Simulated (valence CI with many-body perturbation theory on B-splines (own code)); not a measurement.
# E1 line list for Au48+

Level of theory: valence CI with perturbative core correlation (CI+MBPT): three valence electrons over a frozen Dirac-Fock core [Ar] 3d10, a basis of 11 s, 11 p, 10 d, 8 f, 5 g, 2 h functions for each j, with the one-electron correlation potential Σ1 (screened to all orders), the two-electron term Σ2, the three-electron term Σ3, Breit, model QED; selected single and double excitations, second order for the rest, scaled by the run's own slope (own B-spline code, finite nucleus).

The last digits are not significant, and no measured levels were compared; by estimate large intervals hold to a few tenths of a per cent, small ones and those within an open d or f shell to about a per cent.

Lines 201 to 250 of 554 in falling wavelength, among levels below 991.17 eV, chosen from the strongest by gf and those to the six lowest levels. Wavelengths and rates use the calculated energies. Electric multipoles are in the length gauge, E1 and E2 with the static RPA response of the core. Weak lines are less certain than strong ones. Lines between different terms over intervals too small for the method are left out, as are lines whose strength nearly cancels. Where a level lies close to another of its J and parity, the split of strength between their lines is uncertain. The highest levels of a list are the least certain.

Levels are named by their leading jj configuration (3d3/2^4 stands for four electrons in 3d with j = 3/2), which in mixed levels can hold well under half, so a name can repeat and another be missing. Letters in brackets count levels of one name in rising energy.

```tsv
λ vac (Å)	Upper	Lower	A (s⁻¹)	S (a.u.)
58.61	(4s^2 4f5/2) J=5/2	(4s^2 4d3/2) J=3/2	1.08e+11	6.42e-02
58.60	(4s 4p3/2 4f7/2) J=5/2 [a]	(4s 4p3/2 4d3/2) J=3/2 [b]	1.78e+11	1.06e-01
58.60	(4s 4d5/2^2) J=7/2 [a]	(4s 4p3/2 4d3/2) J=5/2 [b]	1.79e+11	1.42e-01
58.45	(4s 4p1/2 4d5/2) J=5/2 [b]	(4s 4p1/2 4p3/2) J=5/2	1.20e+11	7.11e-02
58.45	(4p3/2^2 4d5/2) J=5/2 [b]	(4p3/2^3) J=3/2	1.16e+12	6.85e-01
58.39	(4p1/2 4p3/2 4f7/2) J=7/2 [b]	(4p1/2 4p3/2 4d3/2) J=5/2 [b]	1.90e+11	1.49e-01
58.34	(4s 4d5/2 4f7/2) J=5/2	(4s 4p3/2 4f7/2) J=7/2 [a]	9.70e+10	5.71e-02
58.33	(4s 4d5/2 4f7/2) J=11/2	(4s 4p3/2 4f7/2) J=9/2 [a]	7.82e+10	9.20e-02
58.26	(4p1/2 4d5/2^2) J=5/2	(4p1/2 4p3/2 4d5/2) J=5/2 [a]	1.27e+11	7.42e-02
58.26	(4s 4p1/2 4f5/2) J=3/2	(4s 4p1/2 4d3/2) J=1/2	2.14e+11	8.34e-02
58.07	(4s 4p3/2 4d3/2) J=7/2	(4s^2 4d5/2) J=5/2	6.88e+10	5.32e-02
58.05	(4s 4p1/2 4d5/2) J=3/2	(4s 4p1/2 4p3/2) J=5/2	2.91e+10	1.12e-02
58.05	(4s 4d3/2 4f5/2) J=3/2 [a]	(4s 4d3/2^2) J=3/2	1.36e+11	5.26e-02
57.93	(4s 4p3/2 4f7/2) J=9/2 [a]	(4s 4p3/2 4d3/2) J=7/2	1.07e+11	1.02e-01
57.89	(4s 4d3/2 4f5/2) J=7/2 [b]	(4s 4d3/2^2) J=5/2	2.03e+11	1.56e-01
57.83	(4s 4d3/2 4f5/2) J=5/2 [a]	(4s 4d3/2^2) J=3/2	9.17e+10	5.25e-02
57.79	(4s 4d3/2 4f5/2) J=3/2 [b]	(4s 4d3/2^2) J=1/2	1.66e+11	6.33e-02
57.76	(4s 4d5/2 4f5/2) J=9/2 [a]	(4s 4d3/2 4d5/2) J=9/2	1.66e+11	1.58e-01
57.75	(4p1/2 4p3/2 4f5/2) J=7/2 [b]	(4p1/2 4p3/2 4d3/2) J=5/2 [b]	5.57e+11	4.24e-01
57.63	(4s 4d5/2 4f5/2) J=1/2 [a]	(4s 4d3/2 4d5/2) J=3/2 [b]	2.74e+11	5.18e-02
57.62	(4p1/2 4d5/2^2) J=3/2	(4p1/2 4p3/2 4d5/2) J=3/2 [a]	1.32e+11	4.97e-02
57.60	(4s 4d3/2 4d5/2) J=5/2 [b]	(4s 4p3/2 4d3/2) J=3/2 [a]	1.98e+11	1.12e-01
57.18	(4s 4d5/2^2) J=3/2	(4s 4p3/2 4d5/2) J=3/2 [a]	1.71e+11	6.31e-02
57.13	(4s 4d3/2 4f5/2) J=1/2	(4s 4d3/2^2) J=1/2	4.32e+11	7.95e-02
57.12	(4s 4p3/2 4f5/2) J=5/2 [b]	(4s 4p3/2 4d3/2) J=3/2 [b]	1.22e+11	6.74e-02
57.12	(4s 4d3/2 4f5/2) J=5/2 [b]	(4s 4d3/2^2) J=5/2	1.83e+11	1.01e-01
57.09	(4p1/2 4d5/2^2) J=9/2	(4p1/2 4p3/2 4d5/2) J=9/2	5.66e+10	5.20e-02
57.03	(4s 4p3/2 4f5/2) J=7/2	(4s 4p3/2 4d3/2) J=5/2 [a]	3.72e+11	2.73e-01
56.82	(4p3/2^2 4d3/2) J=7/2	(4s 4p3/2 4d5/2) J=5/2 [b]	1.47e+11	1.07e-01
56.70	(4s 4d5/2 4f5/2) J=3/2 [a]	(4s 4d3/2 4d5/2) J=3/2 [a]	3.37e+11	1.21e-01
56.62	(4s 4d5/2 4f5/2) J=5/2 [a]	(4s 4d3/2 4d5/2) J=5/2 [a]	3.24e+11	1.74e-01
56.57	(4p1/2 4p3/2 4f7/2) J=9/2 [a]	(4p1/2 4p3/2 4d3/2) J=7/2	3.10e+11	2.77e-01
56.55	(4s 4d5/2 4f5/2) J=9/2 [b]	(4s 4p3/2 4f5/2) J=7/2	9.40e+10	8.39e-02
56.51	(4s 4p3/2 4d5/2) J=7/2 [b]	(4s 4p3/2^2) J=5/2	7.61e+11	5.42e-01
56.40	(4s 4p3/2 4f5/2) J=5/2 [a]	(4s 4p3/2 4d3/2) J=5/2 [a]	1.84e+11	9.78e-02
56.36	(4s 4p3/2 4f5/2) J=5/2 [a]	(4s 4p3/2 4d3/2) J=3/2 [a]	2.79e+11	1.48e-01
56.27	(4s 4p1/2 4f5/2) J=7/2	(4s 4p1/2 4d3/2) J=5/2	1.72e+11	1.21e-01
56.20	(4s 4d5/2 4f5/2) J=7/2 [a]	(4s 4d3/2 4d5/2) J=7/2 [a]	2.66e+11	1.86e-01
56.03	(4s 4d5/2^2) J=9/2 [a]	(4s 4p3/2 4d3/2) J=7/2	7.44e+11	6.46e-01
56.02	(4s 4p3/2 4f5/2) J=3/2 [a]	(4s 4p3/2 4d3/2) J=1/2 [a]	1.34e+11	4.66e-02
56.00	(4s 4p3/2 4f5/2) J=3/2 [a]	(4s 4p3/2 4d3/2) J=3/2 [a]	2.18e+11	7.57e-02
55.98	(4s 4p1/2 4d5/2) J=5/2 [b]	(4s 4p1/2 4p3/2) J=3/2 [a]	1.38e+10	7.18e-03
55.98	(4s 4p3/2 4f7/2) J=5/2 [b]	(4s 4p3/2 4d5/2) J=5/2 [a]	1.17e+11	6.07e-02
55.94	(4p1/2^2 4f5/2) J=5/2	(4p1/2^2 4d3/2) J=3/2	3.41e+11	1.77e-01
55.81	(4p1/2 4p3/2 4f7/2) J=9/2 [b]	(4p1/2 4p3/2 4d3/2) J=7/2	3.59e+11	3.08e-01
55.73	(4s 4d3/2 4d5/2) J=1/2	(4s 4p3/2 4d3/2) J=1/2 [a]	2.77e+11	4.74e-02
55.70	(4p1/2 4p3/2 4f5/2) J=5/2 [a]	(4p1/2 4p3/2 4d3/2) J=3/2 [a]	4.83e+11	2.47e-01
55.67	(4s 4d3/2 4f5/2) J=5/2 [b]	(4s 4d3/2^2) J=3/2	5.04e+11	2.57e-01
55.67	(4p1/2 4p3/2 4f5/2) J=7/2 [a]	(4p1/2 4p3/2 4d3/2) J=5/2 [a]	4.90e+11	3.34e-01
55.66	(4s 4d3/2 4f7/2) J=7/2 [b]	(4s 4d3/2^2) J=5/2	1.15e+11	7.83e-02
```
